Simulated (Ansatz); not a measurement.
Reactions of `[NH2][Ge][SH]`.

Computed with Ansatz on PBE0-D4/def2-TZVP structures; ΔE is electronic, products minus reactants. CBS: MP2 limit from def2 TZ/QZ plus the TZ coupled-cluster correction, frozen cores. This one scheme is used for every species. Functionals use def2-TZVPP. For Ge outer-core shells are correlated without core-valence functions, which leaves a few kJ/mol of doubt a bond. Scalar relativity is left out up to krypton. One conformer a species, not always the lowest.

| reaction | MP2/CBS(def2) (kcal/mol) | CCSD/CBS(def2) (kcal/mol) | ωB97M-V (kcal/mol) | r2SCAN-D4 (kcal/mol) | CCSD(T)/CBS(def2) (kcal/mol) |
| --- | --- | --- | --- | --- | --- |
| `[NH2][Ge][SH]` + HCl → `[NH2][Ge][Cl]` + H₂S | -7.0 | -7.7 | -8.4 | -7.2 | -7.2 |
| `[NH2][Ge][SH]` + H₂O → `[OH][Ge][SH]` + NH₃ | -2.9 | -3.2 | -4.7 | -4.7 | -3.3 |
| `[NH2][Ge][SH]` + H–F → `[NH2][Ge][F]` + H₂S | -2.5 | -4.6 | -6.7 | -5.2 | -3.8 |
| `[NH2][Ge][SH]` + H₂S → `[SH][Ge][SH]` + NH₃ | -8.0 | -7.1 | -7.1 | -8.5 | -7.7 |
| `[NH2][Ge][SH]` + H₂ → `[NH2][GeH]` + H₂S | 23.6 | 19.2 | 19.7 | 22.4 | 20.6 |

Largest T1 diagnostic: 0.015, for `[NH2][GeH]`.
